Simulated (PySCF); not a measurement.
C4H5ClSi, SMILES C#C[SiH2]C(Cl)=C.

Geometry: PBE-D3(BJ)/def2-SVP. This is a generated structure with no PubChem entry under its InChIKey; it may be hypothetical. The values are those of a single conformer.

The numbers are results of TDDFT-PBE/def2-SVPD in PySCF, not measurements.

Vertical excitations. Gas-phase values at a fixed geometry. State labels are in the subgroup Cs.

Computed UV-visible absorptions:
```csv
state,symmetry,energy (eV),λ (nm),f,main pairs
S1,A",5.06,245,0.000,HOMO→LUMO+1 99 %
S2,A',5.30,234,0.012,"HOMO→LUMO+2 58 %, HOMO→LUMO 25 %, HOMO−2→LUMO 16 %"
S3,A",5.34,232,0.000,HOMO−1→LUMO 98 %
S4,A',5.39,230,0.016,"HOMO−2→LUMO 80 %, HOMO→LUMO+2 14 %"
S5,A",5.72,217,0.001,HOMO−2→LUMO+1 95 %
S6,A",5.80,214,0.000,HOMO−3→LUMO 98 %
S7,A',5.82,213,0.042,"HOMO−1→LUMO+1 59 %, HOMO→LUMO 18 %"
S8,A',5.98,207,0.101,"HOMO→LUMO 41 %, HOMO→LUMO+2 19 %, HOMO−1→LUMO+1 19 %, HOMO−2→LUMO+2 11 %"
S9,A",6.03,206,0.001,HOMO−1→LUMO+2 94 %
S10,A',6.23,199,0.018,"HOMO−3→LUMO+1 75 %, HOMO−2→LUMO+2 22 %"
T1,A',3.89,319,0,HOMO→LUMO 95 %
T2,A',4.75,261,0,"HOMO−1→LUMO+1 43 %, HOMO−2→LUMO+2 30 %, HOMO−3→LUMO+1 12 %, HOMO−2→LUMO 9 %"
T3,A",4.95,250,0,HOMO→LUMO+1 98 %
T4,A",5.09,244,0,"HOMO−1→LUMO 58 %, HOMO−2→LUMO+1 29 %"
```
Triplets are in the Tamm–Dancoff approximation, which puts them higher than full response would, so one can lie above its singlet here.
